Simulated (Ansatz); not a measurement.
Sb3⁻, relaxed as a singlet with RKS r2SCAN-D4/def2-SVPD in Ansatz, starting from the GFN2-xTB geometry. Force threshold 0.02 eV/Å.

In the def2 sets Sb takes a core potential; there is no spin–orbit coupling. The highest occupied level of the charge -1 singlet lies above zero (up to 0.66 eV). The electron is either unbound and held by the finite basis, or the level is raised by self-interaction error. The structure comes from a short search, and lower isomers may exist.

Start:

```xyz
3

Sb    0.796   -0.846   -1.035
Sb   -0.837    1.223   -0.474
Sb    0.041   -0.377    1.509
```

| step | energy (eV) | largest force component (eV/Å) | SCF passes |
| --- | --- | --- | --- |
| 1 | -19622.7892 | 2.472 | 53 |
| 2 | -19623.2419 | 0.553 | 37 |
| 3 | -19623.2636 | 0.158 | 33 |
| 4 | -19623.2654 | 0.011 | 32 |

Force components are those of the run's own axes.

End:

```xyz
3

Sb    0.752   -0.799   -0.977
Sb   -0.879    1.316   -0.647
Sb    0.128   -0.518    1.625
```

By distances, no bond broke or formed. The bond that changes most is Sb2–Sb3, from 2.70 to 3.09 Å (atoms count from 1). The end is the same structure that another start reached, the lowest one found.

No frequencies were taken in this run, so the end may be a saddle point.

Hardware: 4 threads of Intel Xeon 6975P-C on a shared host. Wall time 5.5 s.
